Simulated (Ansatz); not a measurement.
```yaml
crystal:
  periodic: [false, false, false]
  atoms:
    - {symbol: O, position_ang: [-1.190406, -1.298430, -0.046721]}
    - {symbol: Mo, position_ang: [-0.001492, 0.361643, -0.076665]}
    - {symbol: O, position_ang: [0.994220, -0.710571, -0.954694]}
    - {symbol: F, position_ang: [0.143823, -0.781720, 1.584290]}
    - {symbol: Cl, position_ang: [1.965426, 1.426291, 0.026488]}
    - {symbol: Cl, position_ang: [-0.877007, 1.048199, -2.313961]}
    - {symbol: Cl, position_ang: [-1.253722, 1.902454, 1.143871]}
    - {symbol: H, position_ang: [-1.563689, -1.670881, 0.622949]}
    - {symbol: H, position_ang: [2.269729, -0.607181, -0.983671]}
basis:
  gaussian: {orbitals: STO-3G}
hamiltonian: {xc: {name: HF}, dispersion: d4}
```

```sh
$ ansatz run in.yaml --threads 4 --pin off --events-out ev --progress --plain --max-ram 11315MiB
```

It prints (some lines left out):

```
Functional definition: HF
889 factors; integrals over basis functions are off by at most 1.2e-4 eV
mean field evaluation 1: about -150906.0437 eV, gradient 7.9e1 eV
mean field evaluation 2: about -150906.1824 eV, gradient 7.9e1 eV
mean field evaluation 4: about -150925.9162 eV, gradient 3.1e1 eV
mean field evaluation 8: about -150929.5283 eV, gradient 1.0e0 eV
mean field evaluation 16: about -150929.5381 eV, gradient 3.4e-5 eV
mean field -150929.53807090 eV, -5546.5582203902 hartree, gradient 3.4e-5 eV, S^2 0.000000; 0 other end points of the search recorded, 0 dependent functions left out
reference -150929.53807090 eV, -5546.5582203902 hartree; 60, 60 occupied and 11, 11 virtual orbitals, 889 factors
Total energy: -150930.64968784 eV, -5546.5990715593 hartree
```

Run time 1.9 s (4 threads of an Arm Neoverse V2 on a shared host); peak host memory 0.19 GiB.
